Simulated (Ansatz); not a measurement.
System: GeH₃ (charge -1, singlet). Whether it binds its extra electron was not tested at this geometry. 
Geometry from a B3LYP-D3(BJ)/def2-TZVP (Ansatz, a quantum-chemistry and plane-wave program) optimisation:
```
Ge
H 1 1.6254
H 1 1.6254 2 92.28
H 1 1.6254 2 92.28 3 92.38
```
Charge -1, spin multiplicity 1.

Basis-set convergence of Hartree-Fock and CCSD correlation energies (hartree) with Ansatz. Correlated levels leave the core frozen unless marked. No spin-orbit coupling. The frozen core is the preceding noble-gas configuration, with the filled d and f shells of earlier blocks. No relativistic terms. This anion needs diffuse functions, which these sets lack.

```
basis       functions        E(HF)  E(corr, CCSD)
----------  ---------  -----------  -------------
def2-SVP           47  -2076.81188       -0.14313
def2-TZVPP         90  -2077.07830       -0.17217
def2-QZVPP        179          [?]            [?]
```

**Question.** Complete the blanks.

**Answer.** 
- def2-QZVPP, E(HF): -2077.12464
- def2-QZVPP, E(corr, CCSD): -0.17963
